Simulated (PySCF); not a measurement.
**Static response to an electric field**

Species: WO2(CH2SiH3)2, C2H10O2Si2W (singlet state).
Cartesian coordinates in Å at the PBE0-D3(BJ)/def2-SVP level; atoms count from 1:
```xyz
17
C2H10O2Si2W angstrom
W      0.4899   -0.0258    0.1313
O      0.7769   -0.1647    1.8058
O      1.9632    0.0418   -0.7228
C     -0.5742    1.7477   -0.2189
Si     0.2757    3.3995    0.1402
H     -0.8556    1.7359   -1.2908
H     -1.4994    1.6972    0.3867
H      0.6424    3.4750    1.5844
H      1.5024    3.5314   -0.6975
H     -0.6578    4.5235   -0.1818
C     -0.5618   -1.7313   -0.4893
Si     0.0402   -3.3874    0.2024
H     -1.6108   -1.5901   -0.1604
H     -0.5407   -1.7659   -1.5941
H      1.5107   -3.5301   -0.0051
H     -0.2698   -3.4437    1.6603
H     -0.6598   -4.5135   -0.4901
```

Level: CAM-B3LYP/def2-SVPD (PySCF), static field, nuclei fixed, core orbitals frozen in the response. The polarisability tensor in these axes (au):

```
x   108.37   1.74   0.37
y     1.74 163.86  -0.23
z     0.37  -0.23 107.38
```

What are the eigenvalues, a third of the trace, and Δα (Δα² = ½Σ(αi − αj)² over the three pairs)?

Principal values 107.25, 108.45 and 163.91 au; mean 126.54 au = 18.75 Å³ = 20.86 × 10⁻⁴⁰ C²·m²/J; Δα = 56.07 au (44 % of the mean).

What is the dipole moment, and where does it point?

(-3.87, 0.15, -1.87) D, 4.30 D in size, pointing from the negative to the positive side. Measured along this direction, the outermost atoms are O2, H15 and O3 at the negative end and H13 and H6 at the positive end.

In a dilute gas of rigid molecules at 273 K, how does the orientational term μ²/3kT compare with the electronic polarisability?

In Gaussian units μ²/3kT = 163.53 Å³ against 18.75 Å³, a ratio of 8.72; the Debye molar polarisation (4π/3)N_A(α + μ²/3kT) is 459.8 cm³/mol, leaving out the vibrational part.

In TDDFT the mean static polarisability is Σ f/ω² over all singlet excitations (ω in hartree). How much of it do the 10 lowest give? Their energies (eV) and oscillator strengths: 4.65, 0.0004; 5.04, 0.0048; 5.41, 0.0019; 5.71, 0.0016; 5.85, 0.0054; 6.29, 0.0006; 6.34, 0.0144; 6.38, 0.0797; 6.64, 0.0022; 6.74, 0.0013.

They add up to 2.14 au, 1.7 % of the 126.54 au; the largest single term is 1.45 au, from the state at 6.38 eV. Terms in order: 0.01, 0.14, 0.05, 0.04, 0.12, 0.01, 0.27, 1.45, 0.04, 0.02 au. Higher excitations give the rest. The strengths listed sum to 0.112.

Molar refractivity from α?

Lorentz–Lorenz: R = (4π/3)N_A α = 2.5225 cm³/(mol·Å³) × 18.75 Å³ = 47.3 cm³/mol, in the limit of long wavelengths.

Directions of the eigenvectors, and the extent of the frame along each?

Largest value along (0.03, 1.00, 0.00), where the nuclei span 9.03 Å; middle along (0.94, -0.03, 0.33), 3.13 Å; least along (-0.33, 0.01, 0.94), 2.95 Å. The response follows the extents in order.

Refractivity n − 1 of an ideal gas of it at 298.15 K and 1 atm, from the electronic α?

N = p/kT = 2.4615 × 10¹⁹ cm⁻³, so n − 1 = 2π × N × 18.75 × 10⁻²⁴ cm³ = 2900 × 10⁻⁶ at long wavelengths.

Geometry: PBE0-D3(BJ)/def2-SVP; no solvent, vibrations or thermal averaging. Atoms past krypton carry effective core potentials; spin–orbit coupling is left out.

The run behind these numbers computed excited states as well. Time: 2.5 min of wall time (grids of density and orbitals included); peak memory 1.4 GiB. Hardware: one thread of an Intel Xeon at 2.70 GHz, on a shared host.
